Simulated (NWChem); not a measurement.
System: silicon monosulfide (SiS, singlet); SMILES [Si]=S

NWChem input:

```
start job
memory heap 200 mb stack 900 mb global 1100 mb
geometry units angstroms noautoz
  Si     0.000000     0.000000     1.031651
  S      0.000000     0.000000    -0.898310
end
basis spherical
  Si library def2-svp
  S library def2-svp
end
dft
  xc b3lyp
  iterations 150
  mulliken
end
task dft energy
```

Low-valent species are run as closed-shell singlets; no triplet was tried in these runs. The geometry was optimised at PBE0-D3(BJ)/def2-TZVP. B3LYP is NWChem's, with the RPA form of VWN correlation.

### Question
Predict the main results of this run. (B3LYP/def2-SVP.) Quantities: energy (Ha); highest occupied level (eV); orbital gap (eV); dipole (D).

### Answer
```
Item                          Result
---------------------------  -------
energy (Ha)                  -687.51
highest occupied level (eV)    -7.72
orbital gap (eV)                5.42
dipole (D)                      1.45
```
